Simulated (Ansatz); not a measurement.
Reaction (ligand exchange at the Si–S bond): `O[SiH](F)S[SiH2]Cl` + `O[SiH2]F` → `F[SiH2]O[SiH2]Cl` + `O[SiH](F)S`

Computed with Ansatz on PBE0-D4/def2-TZVP structures; ΔE is electronic, products minus reactants. CCSD(T)/CBS is the MP2 limit (def2-TZVPP, def2-QZVPP) plus CCSD(T) − MP2 in def2-TZVPP, frozen cores. Functionals use def2-TZVPP. One conformer a species, not always the lowest.

(1) Is it downhill or uphill in electronic energy at CCSD(T)/CBS, and by how much? (Estimate.)

(2) What do these levels give: r2SCAN-D4, PBE0-D4, ωB97M-V, SCS-MP2/def2-TZVPP, CCSD(T)/def2-TZVPP, MP2/CBS(def2)? (Best estimate.)

Largest T1 diagnostic among the species: 0.012.

## Answers

(1) Computed: Downhill: ΔE = -12.3 kcal/mol.

(2) Computed: r2SCAN-D4 -11.3, PBE0-D4 -9.7, ωB97M-V -12.0, SCS-MP2/def2-TZVPP -13.6, CCSD(T)/def2-TZVPP -13.1, MP2/CBS(def2) -11.1 kcal/mol.

From PBE to PBE0 (25 % exact exchange), in def2-TZVPP and without D4, ΔE moves by −1.2 kcal/mol. The D4 term adds +1.6 kcal/mol with B3LYP and +0.8 kcal/mol with PBE0; it sums over pairs of atoms, weighted by their polarisabilities, and B3LYP, whose exchange is more repulsive, gets the larger term.

B3LYP here is the variant with VWN-RPA as its local correlation; programs differ in this.
